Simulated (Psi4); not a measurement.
p-cresol (C₇H₈O), singlet, geometry from GFN2-xTB. Base run: HF/STO-3G in Psi4 1.11.

Psi4 was given this input:
```
memory 2 GB

molecule {
0 1
C    -2.83485466    0.11645217    0.39917449
C    -1.35119902    0.04253937    0.19543320
C    -0.48079655    0.69822704    1.05464705
C     0.88746555    0.65034956    0.85778854
C     1.41233797   -0.06087735   -0.21302987
O     2.75310773   -0.13806513   -0.44684273
C     0.54999479   -0.72197732   -1.08106165
C    -0.81332749   -0.66596930   -0.87292005
H    -3.32025483   -0.78818912    0.04028342
H    -3.07584159    0.25269851    1.45093519
H    -3.24713136    0.96147983   -0.15374877
H    -0.87489984    1.25504510    1.89283045
H     1.55226643    1.16616706    1.53910024
H     3.22889816    0.36194627    0.22698678
H     0.96800090   -1.27300046   -1.90846528
H    -1.47362327   -1.18409113   -1.55337055
}

set {
  basis sto-3g
}

energy('scf')
print_variables()
```

Each row names what was changed in the base input (with any setting that the change needs).

| change | basis functions | E (Eh) | dipole (D) |
|---|---|---|---|
| base | 48 | -340.31489 | 1.27 |
| basis = 3-21G | 88 | … | … |
| basis = 6-31G | 88 | -344.46483 | 1.95 |
| basis = def2-SV(P) | … | … | … |
| basis = 6-31G* | 136 | -344.59298 | 1.55 |
| basis = def2-SVP | 152 | -344.34367 | 1.53 |
| basis = cc-pVDZ | 152 | -344.62509 | 1.45 |
| basis = pcseg-1 | 152 | -344.50043 | 1.60 |
| basis = 6-31G** | … | … | 1.53 |
| basis = 6-31+G* | … | … | … |
| basis = 6-311++G** | 232 | -344.68374 | 1.60 |
| basis = aug-pcseg-1 | 256 | -344.52094 | 1.45 |
| basis = 6-311+G(2d,p) | 264 | -344.69517 | 1.50 |

Problem. Some entries are withheld; supply them.

Solution. 
- basis = 3-21G, E (Eh): -342.67880
- basis = 3-21G, dipole (D): 1.74
- basis = def2-SV(P), basis functions: 128
- basis = def2-SV(P), E (Eh): -344.31179
- basis = def2-SV(P), dipole (D): 1.57
- basis = 6-31G**, basis functions: 160
- basis = 6-31G**, E (Eh): -344.61143
- basis = 6-31+G*, basis functions: 168
- basis = 6-31+G*, E (Eh): -344.60288
- basis = 6-31+G*, dipole (D): 1.62

Totals compare only among sets that treat the same electrons; sets with core potentials leave the core out.
